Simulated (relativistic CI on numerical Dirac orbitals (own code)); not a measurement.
**Ni⁺: K-beta X-ray emission**

Computed with this model: Dirac-Coulomb-Breit CI, orbitals from a KLI potential per configuration, QED by a radiative potential, valence Slater integrals scaled by 0.9, multiplet model of X-ray emission after core ionisation; configurations [Ar] 3d9 → 1s 2s2 2p6 3s2 3p6 3d9 → [Ne] 3s2 3p5 3d9; 300 K; Lorentzian 2.24 eV and Gaussian 1 eV FWHM. Energies are those of the free ion, without screening or charge transfer. S is read from ⟨S²⟩ = S(S + 1).

Field parameters in Wybourne normalisation: D4h B²₀ = −7Ds, B⁴₀ = 21(Dq − Dt), B⁴₄ = 21√(5/14) Dq. The field is a parameter set, without covalency.

free ion: ground-state S = 0.50, centroid 8261.03 eV. Peaks (eV, height): 8252.6 (38), 8259.8 (96), 8265.4 (100).

D4h, 10Dq = 15000, Ds = -1500, Dt = 120 cm⁻¹: ground-state S = 0.50, centroid 8260.95 eV. Peaks (eV, height): 8252.8 (30), 8259.0 (58), 8264.4 (100).

Strongest unbroadened transitions for free ion:

```tsv
Energy (eV)	Relative strength
8252.46	0.8
8252.50	44.8
8253.43	12.8
8258.83	40.2
8258.87	8.4
8259.21	12.9
8259.92	73.1
8259.96	3.7
8260.49	13.3
8260.53	11.2
8260.89	7.5
8263.36	1.3
8263.40	6.9
8264.76	3.5
8264.80	28.7
8264.81	0.4
8264.85	28.9
8265.68	100.0
```
